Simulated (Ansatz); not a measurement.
Geometry optimisation, RKS PBE-D4/def2-SVP in Ansatz.

The input (input.yaml):

```yaml
crystal:
  periodic: [false, false, false]
  atoms:
    - { symbol: B, position_ang: [0.181932, -0.325424, -0.223877] }
    - { symbol: H, position_ang: [0.21036, -0.661623, 0.931069] }
    - { symbol: "N", position_ang: [1.36582, -0.382061, -0.990218] }
    - { symbol: H, position_ang: [2.254511, -0.70156, -0.607714] }
    - { symbol: H, position_ang: [1.397931, -0.106485, -1.975168] }
    - { symbol: O, position_ang: [-0.9721, 0.146104, -0.822415] }
    - { symbol: H, position_ang: [-1.7234, 0.168721, -0.201772] }
    - { symbol: P, position_ang: [-0.329413, 2.348015, 1.30028] }
    - { symbol: H, position_ang: [0.449117, 3.031218, 2.307973] }
    - { symbol: H, position_ang: [0.679529, 2.526762, 0.289587] }
    - { symbol: H, position_ang: [0.189014, 1.063732, 1.655354] }
basis:
  gaussian: { orbitals: def2-SVP }
hamiltonian:
  xc: pbe
  dispersion: d4
relax:
  f_tol: 0.03
  max_steps: 50
```

Launched with:

```bash
$ ansatz run input.yaml --threads 2 --pin off --max-ram 3072MiB --backend cpu --events-out ev --progress --plain --runs-dir out
```

Problem. Where does it end, and by what steps?

Solution. The forces met the threshold. The force dipped under the threshold on the way, but the program's further checks kept it going. After 40 steps the energy has fallen by 0.238 eV; H10 moved furthest, 2.01 Å.

```json
{"step": "0", "energy less start (eV)": "0.0000", "largest force component (eV/Å)": "0.565", "accepted": "yes"}
{"step": "2", "energy less start (eV)": "-0.1145", "largest force component (eV/Å)": "0.686", "accepted": "yes"}
{"step": "4", "energy less start (eV)": "-0.1601", "largest force component (eV/Å)": "0.093", "accepted": "yes"}
{"step": "6", "energy less start (eV)": "-0.1626", "largest force component (eV/Å)": "0.220", "accepted": "yes"}
{"step": "8", "energy less start (eV)": "-0.1715", "largest force component (eV/Å)": "0.093", "accepted": "yes"}
{"step": "10", "energy less start (eV)": "-0.1803", "largest force component (eV/Å)": "0.142", "accepted": "yes"}
{"step": "12", "energy less start (eV)": "-0.1926", "largest force component (eV/Å)": "0.242", "accepted": "yes"}
{"step": "14", "energy less start (eV)": "-0.2034", "largest force component (eV/Å)": "0.181", "accepted": "yes"}
{"step": "16", "energy less start (eV)": "-0.2108", "largest force component (eV/Å)": "0.105", "accepted": "yes"}
{"step": "18", "energy less start (eV)": "-0.2158", "largest force component (eV/Å)": "0.119", "accepted": "yes"}
{"step": "20", "energy less start (eV)": "-0.2189", "largest force component (eV/Å)": "0.138", "accepted": "yes"}
{"step": "22", "energy less start (eV)": "-0.2229", "largest force component (eV/Å)": "0.009", "accepted": "yes"}
{"step": "24", "energy less start (eV)": "-0.2245", "largest force component (eV/Å)": "0.075", "accepted": "yes"}
{"step": "26", "energy less start (eV)": "-0.2269", "largest force component (eV/Å)": "0.088", "accepted": "yes"}
{"step": "28", "energy less start (eV)": "-0.2293", "largest force component (eV/Å)": "0.151", "accepted": "yes"}
{"step": "30", "energy less start (eV)": "-0.2326", "largest force component (eV/Å)": "0.043", "accepted": "yes"}
{"step": "32", "energy less start (eV)": "-0.2270", "largest force component (eV/Å)": "0.408", "accepted": "no"}
{"step": "34", "energy less start (eV)": "-0.2357", "largest force component (eV/Å)": "0.081", "accepted": "yes"}
{"step": "36", "energy less start (eV)": "-0.2366", "largest force component (eV/Å)": "0.063", "accepted": "yes"}
{"step": "38", "energy less start (eV)": "-0.2376", "largest force component (eV/Å)": "0.034", "accepted": "yes"}
{"step": "40", "energy less start (eV)": "-0.2378", "largest force component (eV/Å)": "0.026", "accepted": "yes"}
```

```xyz
11
Properties=species:S:1:pos:R:3
B 0.732 -0.458 -0.625
H 1.324 -0.361 0.446
N 1.084 -1.509 -1.502
H 1.803 -2.194 -1.285
H 0.627 -1.644 -2.404
O -0.257 0.422 -0.992
H -0.402 1.099 -0.298
P -0.381 2.617 1.606
H -1.450 2.920 2.520
H 0.089 3.975 1.550
H 0.535 2.240 2.647
```

Time of the run: 67 s on 2 threads of Arm Neoverse V1, with other jobs on the host, peak memory 0.15 GiB.
